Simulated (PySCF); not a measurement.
NbF₂, SMILES [F][Nb][F] (connectivity only; charge and spin as stated), neutral, multiplicity 4.

Geometry: PBE-D3(BJ)/def2-TZVP. A frequency run showed that this geometry is not a minimum. The multiplicity is an assumed one; other spin states were not compared. The def2 effective core potentials stand for the cores of Nb; spin–orbit coupling is left out.

Calculation: PBE-D3(BJ)/def2-TZVP (PySCF).

Frequencies are harmonic and unscaled.

Modes within 1.5 cm⁻¹ of each other (mostly degenerate sets) share a row, with their intensities summed.

| mode | ν (cm⁻¹) | IR (km/mol) | moving atoms (share of kinetic energy) |
|---|---|---|---|
| 1–2 | 63i | 9.0 | F 71 %, Nb 29 % |
| 3 | 636 | 0.0 | F 100 % |
| 4 | 671 | 245.7 | F 71 %, Nb 29 % |
